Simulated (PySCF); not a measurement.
Geometries of 2 isomers of C2H9BGeS, from PBE0-D3(BJ)/def2-SVP geometry optimisation, gas phase in PySCF 2.14.0. One conformer each, no zero-point energy, no frequencies.

Task: Which is lower in electronic energy at this level?
A.
```xyz
14
angstrom
C      2.024    0.740   -0.890
S      2.258   -0.282    0.594
B      0.751   -1.140    0.877
Ge    -0.969   -0.962   -0.251
C     -1.933    0.686    0.220
H      1.749    0.117   -1.751
H      1.249    1.499   -0.721
H      2.978    1.242   -1.095
H      0.808   -1.843    1.858
H     -0.655   -0.906   -1.767
H     -1.912   -2.165   -0.032
H     -2.242    0.656    1.275
H     -2.828    0.796   -0.407
H     -1.290    1.566    0.074
```
B.
```xyz
14
angstrom
C     -1.786   -0.722    0.303
C     -0.940    0.040   -0.725
B     -0.394    1.378   -0.113
S      1.293    1.773    0.331
Ge     2.464   -0.076   -0.177
H     -1.179   -1.040    1.166
H     -2.235   -1.626   -0.135
H     -2.606   -0.098    0.692
H     -1.580    0.308   -1.586
H     -0.150   -0.619   -1.122
H     -1.160    2.279    0.152
H      3.893    0.212    0.306
H      1.880   -1.290    0.565
H      2.449   -0.318   -1.696
```

Result: B. That is `CCB[S][GeH3]`, 15.6 kcal/mol below the other.

```csv
SMILES,atoms numbered as above,E (Eh),relative (kcal/mol),relative (kJ/mol),dipole (D)
CCB[S][GeH3],[CH3:1][CH2:2][BH:3][S:4][GeH3:5],-2580.72241,0.0,0.0,1.77
CS[BH][GeH2][CH3],[CH3:1][S:2][BH:3][GeH2:4][CH3:5],-2580.69752,15.6,65.3,1.77
```
